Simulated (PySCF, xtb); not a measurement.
OS₂, SMILES [S+]([O-])=S.

Harmonic wavenumbers (cm⁻¹) from GFN2-xTB (xtb) at its own minimum, in rising order: 348, 676, 1157.

Q: What does PBE-D3(BJ)/def2-TZVP in PySCF give at its own minimum? (Estimate from the structure and the level; the computed values follow.)

A: 366, 666, 1140. Paired by order, the mean absolute difference is 16 cm⁻¹ and the zero-point energies are 3.1 and 3.1 kcal/mol.
